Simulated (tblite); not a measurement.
Species: C7H12P (charge +1).
Atom-mapped SMILES: `[CH2:1]=[CH:2][P+:3]([CH3:4])([CH3:5])[C:6]#[C:7][CH3:8]` (hydrogens: H9, H10 on C1; H11 on C2; H12, H13, H14 on C4; H15, H16, H17 on C5; H18, H19, H20 on C8)
Bond orders are those of one Lewis drawing.

Computed with GFN2-xTB (tblite), gas phase: L-BFGS steps from a force-field or distance-geometry start until the largest atomic force falls under 0.01 eV/Å.

Step 45: E = -629.2699 eV
```
atom  x, y, z in Å  |  force x, y, z in eV/Å
C1     -1.2321    2.2563   -0.4977    0.010  -0.002  -0.007
C2     -1.7156    1.1394    0.0264   -0.012   0.063   0.030
P3     -0.7376   -0.3573    0.2468   -0.044   0.088  -0.017
C4     -1.3637   -1.6161   -0.8922    0.025   0.004  -0.037
C5     -0.9012   -0.9799    1.9438    0.006  -0.008   0.025
C6      0.9306   -0.0318   -0.0996   -0.026  -0.019  -0.002
C7      2.1026    0.1654   -0.3205   -0.016   0.057  -0.065
C8      3.4733    0.4117   -0.6360    0.007  -0.021   0.015
H9     -0.2065    2.3390   -0.8264   -0.027  -0.037   0.039
H10    -1.8426    3.1382   -0.6216    0.003  -0.080   0.017
H11    -2.7462    1.0561    0.3563    0.053  -0.012  -0.012
H12    -0.8094   -2.5443   -0.7665    0.035  -0.033   0.019
H13    -2.4207   -1.7944   -0.6947   -0.005   0.018   0.001
H14    -1.2400   -1.2574   -1.9117   -0.019  -0.024  -0.086
H15    -1.2236   -0.1782    2.6092    0.036  -0.061  -0.001
H16     0.0677   -1.3562    2.2754   -0.061   0.004   0.024
H17    -1.6265   -1.7944    1.9627   -0.004   0.072   0.055
H18     3.6646    0.1065   -1.6647    0.038   0.035  -0.002
H19     3.7055    1.4705   -0.5209   -0.024  -0.021  -0.021
H20     4.1162   -0.1625    0.0287    0.026  -0.023   0.024
```

Step 46: E = -629.2718 eV
```
atom  x, y, z in Å  |  force x, y, z in eV/Å
C1     -1.2312    2.2559   -0.4958    0.009  -0.003  -0.008
C2     -1.7184    1.1373    0.0196   -0.005   0.029   0.041
P3     -0.7386   -0.3557    0.2507   -0.004   0.035  -0.007
C4     -1.3610   -1.6168   -0.8877    0.017  -0.001  -0.047
C5     -0.9005   -0.9802    1.9482    0.006   0.005   0.000
C6      0.9295   -0.0303   -0.0985   -0.016  -0.008   0.002
C7      2.1003    0.1701   -0.3235   -0.012   0.054  -0.068
C8      3.4722    0.4147   -0.6385   -0.004  -0.037   0.019
H9     -0.2028    2.3443   -0.8094    0.023  -0.044   0.032
H10    -1.8414    3.1344   -0.6284   -0.038  -0.033   0.012
H11    -2.7531    1.0473    0.3311    0.023  -0.003   0.004
H12    -0.8068   -2.5464   -0.7699    0.047  -0.006   0.026
H13    -2.4169   -1.8002   -0.6906   -0.014   0.028   0.001
H14    -1.2395   -1.2491   -1.9043   -0.023  -0.042  -0.099
H15    -1.1928   -0.1719    2.6197    0.036  -0.071   0.000
H16     0.0608   -1.3868    2.2669   -0.071   0.014   0.019
H17    -1.6490   -1.7737    1.9687   -0.001   0.080   0.065
H18     3.6667    0.1084   -1.6666    0.023   0.047   0.008
H19     3.7063    1.4733   -0.5216   -0.023  -0.040  -0.023
H20     4.1110   -0.1639    0.0268    0.029  -0.005   0.024
```

**Question.** Estimate the geometry and energy of step 47. (The exact step hangs on the optimiser's Hessian estimate; all steps are aligned on step 46, rigid shifts and turns removed.)

**Answer.** E = -629.2739 eV, largest force 0.113 eV/Å
```
atom  x, y, z in Å  |  force x, y, z in eV/Å
C1     -1.2301    2.2546   -0.4945   -0.006  -0.009   0.002
C2     -1.7217    1.1358    0.0143    0.021  -0.015   0.041
P3     -0.7400   -0.3533    0.2548    0.038  -0.040  -0.003
C4     -1.3580   -1.6160   -0.8851    0.000  -0.004  -0.047
C5     -0.8992   -0.9804    1.9527   -0.001   0.016  -0.032
C6      0.9280   -0.0290   -0.0966    0.000   0.010   0.002
C7      2.0971    0.1756   -0.3274   -0.006   0.034  -0.057
C8      3.4707    0.4164   -0.6402   -0.009  -0.038   0.014
H9     -0.1990    2.3466   -0.7911    0.085  -0.040   0.017
H10    -1.8406    3.1288   -0.6371   -0.079   0.029   0.000
H11    -2.7594    1.0383    0.3065   -0.031   0.008   0.025
H12    -0.8041   -2.5474   -0.7743    0.053   0.028   0.030
H13    -2.4134   -1.8035   -0.6878   -0.015   0.033   0.000
H14    -1.2399   -1.2407   -1.8997   -0.021  -0.058  -0.095
H15    -1.1630   -0.1685    2.6302    0.028  -0.048   0.014
H16     0.0536   -1.4139    2.2604   -0.057   0.014   0.010
H17    -1.6681   -1.7533    1.9776   -0.011   0.068   0.063
H18     3.6684    0.1112   -1.6683    0.010   0.045   0.013
H19     3.7063    1.4747   -0.5229   -0.018  -0.043  -0.016
H20     4.1070   -0.1654    0.0255    0.017   0.010   0.019
```

The energy changes by -0.0021 eV. The first-order estimate −F·Δx gives -0.0028 eV and the mean of the old and new forces, exact on a quadratic surface, -0.0021 eV. The step makes an angle of 80° with the force vector and moves no atom by more than 0.032 Å.

The cost below is that of the whole relaxation. On one thread of an Arm Neoverse V1, shared host with 32 logical CPUs at a one-minute load of 13, this took 0.68 s.
